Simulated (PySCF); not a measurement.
**Structure elucidation problem**

An unknown has the formula C₄H₈FNSi₂. Its calculated NMR data are:

$^{1}$H NMR (400 MHz, computed): δ 6.70 (m, 1H), 5.26 (m, 2H), 5.03 (m, 1H), 4.68 (s, 3H), 2.50 (d, 1H).

$^{13}$C{$^{1}$H} NMR (computed): δ 148.5 (CH), 93.1 (CH), 86.1 (C), 84.7 (CH).

[PySCF: GIAO PBE0/pcSseg-1 shieldings; GFN2-xTB geometry; no relativistic terms; rapidly exchanging positions averaged; no solvent model; one computed conformer]

Shifts are taken against calculated references (same method and geometry level): $^{1}$H (σ = 31.72 ppm), $^{13}$C (σ = 186.93 ppm) vs TMS.

Q: Which of these isomers gave the spectra?
A. N#C/C([SiH3])=C(/[SiH3])CF
B. N#C/C(=C\F)C([SiH3])[SiH3]
C. [H]/N=C\[C@H]([SiH3])C#C[SiH2]F
D. N#C[C@@H](F)/C([SiH3])=C/[SiH3]
E. C#C/C=C/N([SiH3])[SiH2]F

A: E. 

The formula gives 3 degrees of unsaturation (no ring in the answer). 4 carbon signals for 4 carbons: no two carbons are equivalent. Carbon types of the structure: 1 × C, 3 × CH, leaving 5 H on heteroatoms. δC 148.5: alkene carbon bearing nitrogen; an sp2 carbon further deshielded by the attached heteroatom. δC 93.1: β carbon of an enol-ether or enamine type C=C; the O or N lone pair pushes π density onto this β carbon and shields it. δC 86.1: alkyne carbon; the triple bond shields along its axis, which puts it between sp3 and sp2 carbons. δC 84.7: terminal alkyne carbon; sp carbons lie upfield of alkene carbons because the cylindrical π system leaves one tensor component strongly shielded. δH 6.70: hydrogen on an alkene carbon bearing nitrogen; olefinic region.

The others: N#C/C(=C\F)C([SiH3])[SiH3] would give 3 signals for carbon-bound and other non-exchanging H, not 5; [H]/N=C\[C@H]([SiH3])C#C[SiH2]F has carbons computed at 167.1, 113.2, 92.8, 29.4, with a different DEPT pattern; N#C[C@@H](F)/C([SiH3])=C/[SiH3] would give 4 signals for carbon-bound and other non-exchanging H, not 5; N#C/C([SiH3])=C(/[SiH3])CF would give 3 signals for carbon-bound and other non-exchanging H, not 5.

Splittings by $^{19}$F in the carbon and heteronuclear signals aren't shown, as no couplings were computed. Shifts are as computed. Against solution values, carbons near 30 ppm lie about +3 ppm off and those near 130 ppm about +5 ppm. Of 1211 compounds with measured shifts, 218 miss one by over three times the rms of a fit or turn the order of signals round; such compounds aren't used in these exercises. No couplings were computed; multiplicities are counted from neighbouring protons, with m where these are inequivalent, close in shift, in a saturated or five-membered ring or joined by F or P, and br s for small geminal =CH2 splittings.
